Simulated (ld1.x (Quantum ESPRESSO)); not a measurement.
# tellurium (Te), TM: configuration errors across variants

ld1.x (Quantum ESPRESSO) 7.5 input, shortened:

```
&input
   title='Te', zed=52., rel=1, dft='PBESOL', iswitch=3,
   config='[Kr] 4d10 5s2 5p4'
 /
 &inputp
   pseudotype=2, tm=.true., lloc=-1, rcloc=1.85,
   nlcc=.true.
 /
3
5S  1  0   2.00   0.00  1.50  1.50  0.0
5P  2  1   4.00   0.00  2.25  2.25  0.0
4D  3  2  10.00   0.00  1.05  1.05  0.0
 &test
   configts(1)='4d10 5s2 5p4'
 /
```

All-electron excitation energies from the reference (eV): (1) 4d10 5s2 5p3 9.753; (2) 4d10 5s2 5p2 27.722; (3) 4d10 5s2 5p1 54.678; (4) 4d10 5s2 5p3.5 3.907; (5) 4d10 5s1 5p4 19.626; (6) 4d10 5s1 5p5 9.285; (7) 4d10 5s2 5p4.3 -1.472.

The default core radius of the base comes out at 0.58 bohr.

1 further variants failed, have other tests or another functional or relativity, and are left out.

A true bound ghost makes a file unfit for plane-wave use even where its test errors are small: the radial tests pick states by their node count and pass the ghost by.

Errors AE − PS in meV (a dash: test not solved or not reliable):

| change | (1) | (2) | (3) | (4) | (5) | (6) | (7) | bound ghosts |
| --- | --- | --- | --- | --- | --- | --- | --- | --- |
| base | +2.8 | +22 | +71 | +0.1 | +13 | -0.8 | +0.6 | s |
| wave 5s (bound): rc 1.50 bohr becomes 5s (bound): rc 1.60 bohr | +2.5 | +20 | +61 | 0.0 | +11 | -1.0 | +0.6 | s |
| local potential all-electron potential smoothed inside 1.58 bohr (lloc = -1) | +2.5 | +14 | +20 | +0.1 | +15 | -1.4 | +0.6 | s |
| local potential the p channel | -0.2 | +4.3 | +15 | -0.5 | +0.4 | -4.6 | +0.5 | none |
| wave 5p (bound): rc 2.25 bohr becomes 5p (bound): rc 3.02 bohr | +3.1 | +16 | +29 | +0.3 | +33 | +11 | +0.7 | s |
| core correction none | +2.5 | +21 | +69 | 0.0 | +15 | +0.3 | +0.6 | s |
| all radii but the core radius scaled by about 1.11 (s 1.66, p 2.50, d 1.16 bohr); local potential all-electron potential smoothed inside 2.06 bohr (lloc = -1) | +1.3 | +9.5 | +19 | -0.2 | +11 | +1.1 | +0.6 | none |
| wave 4d (bound): rc 1.05 bohr becomes 4d (bound): rc 1.24 bohr | +2.9 | +22 | +71 | +0.1 | +13 | -0.8 | +0.6 | s |
| type TM semilocal; local potential the p channel | -0.4 | +2.5 | +9.0 | -0.6 | +1.4 | -3.6 | +0.5 | none |

Give the same row for: wave 5s (bound): rc 1.50 bohr becomes 5s (bound): rc 1.14 bohr.

-0.3, +1.9, +0.9, -0.5, -5.3, -37, +0.5; bound ghosts: s.
